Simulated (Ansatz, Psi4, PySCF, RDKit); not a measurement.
Noncovalent pair: H2O (SMILES O) (first 3 atoms) with C2H6O (SMILES CCO); geometry from B3LYP-D3(BJ)/def2-TZVP, rigid monomers moved along the line of their centres of mass till H2···O6 is 2.16 Å.
(charge 0, multiplicity 1):
```xyz
12

O     -0.2192     0.3078     0.1725
H      0.3039     0.1022     0.9666
H      0.1251    -0.2641    -0.5197
C     -1.2986     0.3954     3.7984
C     -0.2643    -0.7111     3.7169
O      0.9132    -0.3140     2.9971
H     -2.1897     0.0432     4.3228
H     -1.5881     0.7222     2.7993
H     -0.9092     1.2562     4.3492
H      0.0176    -1.0616     4.7153
H     -0.6566    -1.5638     3.1631
H      1.2926     0.4598     3.4291
```

Interaction energies are E(AB) − E(A) − E(B) at the monomers' geometry in the complex; basis-set methods are counterpoise corrected. Rows marked so take none. RDKit's UFF carries no charges.

Frozen-core correlation. Rows in 6-31G* carry no dispersion term and start afresh at each structure (6-31G* with six Cartesian d functions). MP2/6-31G* freezes PySCF's default core.

Programs: Ansatz (a quantum-chemistry and plane-wave program) with Gaussian orbitals; Psi4 for SAPT; PySCF for 6-31G* rows, the dispersion terms; RDKit for the force fields. Values without a source in brackets are computed.

```tsv
level	interaction energy (kJ/mol)
UFF	15.2
HF/6-31G*	-19.7
r2SCAN/def2-TZVPPD	-23.2
B3LYP/6-31G* (no counterpoise)	-30.3
B3LYP-D3(BJ)/def2-TZVPPD	-24.4
wB97X-V/def2-TZVPPD	-24.0
MP2/6-31G* (no counterpoise)	[?]
CCSD(T)/aug-cc-pVDZ	[?]
SAPT0/jun-cc-pV(D+d)Z	-24.2
```

**Question.** What belongs in the gaps?

**Answer.** 
- MP2/6-31G* (no counterpoise), interaction energy (kJ/mol): -32.3
- CCSD(T)/aug-cc-pVDZ, interaction energy (kJ/mol): -22.1
